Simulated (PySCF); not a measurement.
Be(Et)(NH2) (C2H7BeN), SMILES C[CH2][Be][NH2]. Geometry: PBE0-D3(BJ)/def2-SVP. Other conformers were not sampled.

Computed equilibrium geometry at PBE0-D3(BJ)/def2-SVP (PySCF confirms it by a frequency run) as Cartesian coordinates in Å, and its point group (one conformer of several):
point group Cs.
```xyz
11

Be     0.2071    -0.7954     0.0000
C      0.6442     0.8331     0.0000
C     -0.4945     1.8582     0.0000
H      1.3046     1.0120    -0.8718
H      1.3046     1.0120     0.8718
H     -1.1450     1.7476     0.8832
H     -1.1450     1.7476    -0.8832
H     -0.1299     2.8997     0.0000
N     -0.1782    -2.2493     0.0000
H     -0.3340    -2.8198    -0.8246
H     -0.3340    -2.8198     0.8246
```
